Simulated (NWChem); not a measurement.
# CH₆OSeSi; SMILES [SeH][SiH2]OC

```xyz
10

Si     0.9701     0.6214    -0.1086
Se    -0.1789    -1.3507     0.0581
O      0.1056     1.9415     0.3993
C     -1.1204     2.3604    -0.1343
H      2.1299     0.5194     0.8105
H      1.3806     0.7801    -1.5368
H     -0.7401    -1.2319    -1.2965
H     -1.8938     1.5759    -0.0453
H     -1.4631     3.2444     0.4238
H     -1.0334     2.6419    -1.2003
```
Atoms are numbered in this order, from 1.

Program: NWChem. Pople sets run with spherical d functions. Coordinates come from a PBE0/def2-SVP optimisation.

### Question
Taking B3LYP/6-311G** as the yardstick, which of these has the fewest basis functions while keeping “dipole (D)” within 0.1 D of it: B3LYP/STO-3G; B3LYP/6-31G*; B3LYP/3-21G?

### Answer
none of them.
```
level           basis functions  dipole (D)  relative time (rough)
--------------  ---------------  ----------  ---------------------
B3LYP/STO-3G                 43        2.06                      1
B3LYP/3-21G                  65        2.02                      1
B3LYP/6-31G*                 90        1.79                      4
B3LYP/6-311G**              142        1.66                      8
```

The yardstick is one finite set, not the basis-set limit.
